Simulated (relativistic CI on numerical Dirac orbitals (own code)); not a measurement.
**Cr3+ in a cubic cluster: 1s photoemission with charge transfer**

Computed with a charge-transfer multiplet model of a cubic metal-ligand cluster with up to 2 ligand holes, Slater and spin-orbit integrals from Dirac-Coulomb-Breit ions, Slater integrals scaled by 0.8. The ground state mixes d3 with configurations of k ligand holes L, whose averages lie at kΔ + k(k − 1)U_dd/2; a core hole lowers each added d electron by U_cd. 300 K, Lorentzian 1.1 eV and Gaussian 0.6 eV FWHM.

Atomic integrals in eV (Slater integrals scaled, ζ unscaled), ground: F2dd 8.574, F4dd 5.368, zeta_d 0.033; with the core hole: F2dd 9.940, F4dd 6.254, zeta_d 0.051, G2cd 0.050.

Cluster parameters (eV): Δ = 3.5, U_cd = 6.6, 10Dq = 0.35, 10Dq(ligand) = 0.4, V(eg) = 3.2, V(t2g) = -1.44, final-state hopping factor = 0.8.

| Case | n_d | d3 | d4L | d5L2 | S |
| --- | --- | --- | --- | --- | --- |
| U_dd = 5.7 eV | 3.66 | 0.43 | 0.48 | 0.09 | 1.50 |
| U_dd = 7.1 eV | 3.64 | 0.44 | 0.47 | 0.08 | 1.50 |
| U_dd = 7.8 eV | 3.63 | 0.45 | 0.47 | 0.08 | 1.50 |

Weights, n_d and S are thermal averages at 300 K. Binding energies count from the first peak over 30 % of the highest in each spectrum, which can be another peak from case to case. The parameters are a model scan and need not match a compound or its usual spin state. Peaks in eV (height, largest 100):
- U_dd = 5.7 eV: 0.0 (100), 4.7 (7), 11.0 (9)
- U_dd = 7.1 eV: 0.0 (100), 4.8 (6), 11.4 (9)
- U_dd = 7.8 eV: 0.0 (100), 4.9 (6), 11.5 (8)

Curve for U_dd = 7.1 eV (points under 2 left out, the grid thinned):

E (eV), Intensity and a bar:
```
     -3.3        3.2 
     -3.0        3.9 #
     -2.6        5.1 #
     -2.3        6.4 #
     -2.0        8.4 ##
     -1.6       12.8 ###
     -1.3       18.7 #####
     -1.0       29.0 ########
     -0.6       55.6 ################
     -0.3       83.7 #########################
      0.0      100.0 ##############################
      0.4       79.0 ########################
      0.7       51.2 ###############
      1.0       31.4 #########
      1.4       17.5 #####
      1.7       12.2 ###
      2.0        9.0 ##
      2.4        6.4 #
      2.7        5.3 #
      3.0        4.5 #
      3.4        3.9 #
      3.7        3.7 #
      4.1        4.2 #
      4.4        5.1 #
      4.7        6.0 #
      5.1        5.6 #
      5.4        4.5 #
      5.7        3.5 
      6.1        2.6 
      6.4        2.3 
      6.7        2.1 
      8.7        2.3 
      9.0        3.2 
      9.3        4.1 #
      9.7        4.5 #
     10.0        4.1 #
     10.3        4.0 #
     10.7        5.4 #
     11.0        7.3 ##
     11.3        8.6 ##
     11.7        7.3 ##
     12.0        5.3 #
     12.3        3.8 #
     12.7        2.6 
     13.0        2.0
```

For the case U_dd = 5.7 eV, Δ = 3.5 eV is smaller than U_dd = 5.7 eV, the charge-transfer side of the Zaanen-Sawatzky-Allen scheme. With the core hole the average of the configuration with one ligand hole lies at Δ − U_cd = -3.1 eV before mixing: the effective hopping of about 5.1 eV (from the holes of the mixed ground state) is comparable with this gap or larger, so the configurations mix strongly.
